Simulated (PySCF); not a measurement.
C2H3O (SMILES [CH-]1CO1), charge -1, singlet, geometry from GFN2-xTB (in this run its highest filled SCF level lies above zero, so its values depend strongly on the basis, on diffuse functions most of all); PySCF with PBE/6-31G*.

Here is a job for PySCF.
```python
from pyscf import gto, scf, dft

mol = gto.Mole()
mol.atom = '''
    C     0.12758253    0.83909514   -0.40587053
    O     0.01305692   -0.00449006    0.83668314
    C     0.01266963   -0.63253186   -0.40519283
    H    -0.93552180    1.24899715   -0.58229583
    H    -0.91341079   -1.19766682   -0.63989719
    H     0.90296421   -1.25478943   -0.60489199
'''
mol.basis = '6-31g*'
mol.charge = -1
mol.verbose = 4
mol.build()

mf = dft.RKS(mol)
mf.xc = 'pbe'
mf.kernel()
mf.analyze()
```

Q: Write the output that PySCF gives for this input, abridged.

A: 
```
PySCF version 2.14.0

[INPUT] verbose = 4
[INPUT] num. atoms = 6
[INPUT] num. electrons = 24
[INPUT] charge = -1
[INPUT] spin (= nelec alpha-beta = 2S) = 0
[INPUT] symmetry False subgroup None
[INPUT] Mole.unit = angstrom
[INPUT] Symbol           X                Y                Z      unit          X                Y                Z       unit  Magmom
[INPUT]  1 C      0.127582530000   0.839095140000  -0.405870530000 AA    0.241096039979   1.585660007054  -0.766984143732 Bohr   0.0
[INPUT]  2 O      0.013056920000  -0.004490060000   0.836683140000 AA    0.024674002830  -0.008484983683   1.581101987641 Bohr   0.0
[INPUT]  3 C      0.012669630000  -0.632531860000  -0.405192830000 AA    0.023942130800  -1.195311980462  -0.765703476337 Bohr   0.0
[INPUT]  4 H     -0.935521800000   1.248997150000  -0.582295830000 AA   -1.767879985560   2.360262543862  -1.100379642176 Bohr   0.0
[INPUT]  5 H     -0.913410790000  -1.197666820000  -0.639897190000 AA   -1.726096232323  -2.263262278279  -1.209230436979 Bohr   0.0
[INPUT]  6 H      0.902964210000  -1.254789430000  -0.604891990000 AA    1.706355057184  -2.371208366699  -1.143080196043 Bohr   0.0

nuclear repulsion = 67.5011852970176
number of shells = 24
number of NR pGTOs = 93
number of NR cGTOs = 48
basis = 6-31g*
ecp = {}

******** <class 'pyscf.dft.rks.RKS'> ********
method = RKS
initial guess = minao
damping factor = 0
level_shift factor = 0
DIIS = <class 'pyscf.scf.diis.CDIIS'>
diis_start_cycle = 1
diis_space = 8
diis_damp = 0
SCF conv_tol = 1e-09
SCF conv_tol_grad = None
SCF max_cycles = 50
direct_scf = True
direct_scf_tol = 1e-13
XC library pyscf.dft.libxc version 7.1.2
    S. Lehtola, C. Steigemann, M. J. T. Oliveira, and M. A. L. Marques,  SoftwareX 7, 1–5 (2018)
XC functionals = pbe
    J. P. Perdew, K. Burke, and M. Ernzerhof,  Phys. Rev. Lett. 77, 3865 (1996)
    J. P. Perdew, K. Burke, and M. Ernzerhof,  Phys. Rev. Lett. 78, 1396 (1997)
    J. P. Perdew, K. Burke, and M. Ernzerhof,  Phys. Rev. Lett. 77, 3865 (1996)
    J. P. Perdew, K. Burke, and M. Ernzerhof,  Phys. Rev. Lett. 78, 1396 (1997)
radial grids:
    Treutler-Ahlrichs [JCP 102, 346 (1995); DOI:10.1063/1.469408] (M4) radial grids

becke partition: Becke, JCP 88, 2547 (1988); DOI:10.1063/1.454033
pruning grids: <function nwchem_prune>
grids dens level: 3
symmetrized grids: False
atomic radii adjust function: <function treutler_atomic_radii_adjust>
small_rho_cutoff = 0
Set gradient conv threshold to 3.16228e-05
Initial guess from minao.
tot grids = 71744
init E= -153.144943063791
  HOMO = -0.23185581174501  LUMO = -0.00471158288647011  gap/eV = 6.18091
cycle= 1 E= -152.769014082283  delta_E= 0.376  |g|= 0.75  |ddm|= 2.36
  HOMO = 0.285965221467371  LUMO = 0.316608119125391  gap/eV = 0.83384
cycle= 2 E= -152.230194691813  delta_E= 0.539  |g|=  1.7  |ddm|= 4.81
  HOMO = 0.173218425627494  LUMO = 0.314090858304624  gap/eV = 3.83333
cycle= 3 E= -152.890636691923  delta_E= -0.66  |g|= 0.278  |ddm|= 4.13
  HOMO = 0.133973111158054  LUMO = 0.299125386082514  gap/eV = 4.49402
cycle= 4 E= -152.906147117598  delta_E= -0.0155  |g|= 0.121  |ddm|= 0.409
  HOMO = 0.145878017895106  LUMO = 0.29908034479862  gap/eV = 4.16885
cycle= 5 E= -152.909450438836  delta_E= -0.0033  |g|= 0.0272  |ddm|= 0.176
  HOMO = 0.144795696596048  LUMO = 0.300688730970062  gap/eV = 4.24207
cycle= 6 E= -152.909622131317  delta_E= -0.000172  |g|= 0.0109  |ddm|= 0.0419
  HOMO = 0.145231210335453  LUMO = 0.300255002704758  gap/eV = 4.21841
cycle= 7 E= -152.909651624212  delta_E= -2.95e-05  |g|= 0.00167  |ddm|= 0.0132
  HOMO = 0.145138540203115  LUMO = 0.300364548864095  gap/eV = 4.22391
cycle= 8 E= -152.909652400626  delta_E= -7.76e-07  |g|= 0.000325  |ddm|= 0.00324
  HOMO = 0.14511244828488  LUMO = 0.300349710406922  gap/eV = 4.22422
cycle= 9 E= -152.909652430204  delta_E= -2.96e-08  |g|= 4.24e-05  |ddm|= 0.000646
  HOMO = 0.145107634222615  LUMO = 0.300343477891653  gap/eV = 4.22418
cycle= 10 E= -152.909652430629  delta_E= -4.25e-10  |g|= 7.38e-06  |ddm|= 6.76e-05
  HOMO = 0.145108811872138  LUMO = 0.300345293208754  gap/eV = 4.22420
Extra cycle  E= -152.909652430636  delta_E= -6.59e-12  |g|= 6.07e-06  |ddm|= 2.14e-05
converged SCF energy = -152.909652430636
**** SCF Summaries ****
Total Energy =                        -152.909652430635617
Nuclear Repulsion Energy =              67.501185297017585
One-electron Energy =                 -347.586685885743464
Two-electron Energy =                  127.175848158090247
Two-electron Coulomb Energy =          147.768891395290922
DFT Exchange-Correlation Energy =      -20.593043237200675
HOMO-LUMO gap [eV] =                     4.224199818037190
**** MO energy ****
MO #1   energy= -18.5003422513885  occ= 2
MO #2   energy= -9.68290251531584  occ= 2
MO #3   energy= -9.61027611173544  occ= 2
MO #4   energy= -0.696711088471229 occ= 2
MO #5   energy= -0.331940095536839 occ= 2
MO #6   energy= -0.267270286787034 occ= 2
MO #7   energy= -0.173886207761717 occ= 2
MO #8   energy= -0.126814458476433 occ= 2
MO #9   energy= -0.0567400072539215 occ= 2
MO #10  energy= 0.0103818636016144 occ= 2
MO #11  energy= 0.0321523849866909 occ= 2
MO #12  energy= 0.145108811872138  occ= 2
MO #13  energy= 0.300345293208754  occ= 0
MO #14  energy= 0.336923237699374  occ= 0
MO #15  energy= 0.348742009921222  occ= 0
MO #16  energy= 0.355917318160689  occ= 0
MO #17  energy= 0.383774601545175  occ= 0
MO #18  energy= 0.505912559991978  occ= 0
MO #19  energy= 0.699189323082765  occ= 0
MO #20  energy= 0.757408717439564  occ= 0
 ** Mulliken pop on meta-lowdin orthogonal AOs  **
 ** Mulliken pop  **
 ** Mulliken atomic charges  **
charge of    0C =     -0.48309
charge of    1O =     -0.46352
charge of    2C =     -0.06717
charge of    3H =     -0.02721
charge of    4H =      0.01496
charge of    5H =      0.02603

WARN: System has nonzero charge -1; the dipole moment is origin-dependent.
Location of origin: [0. 0. 0.]

Dipole moment(X, Y, Z, Debye): -1.04500, -2.75055,  0.22115
```
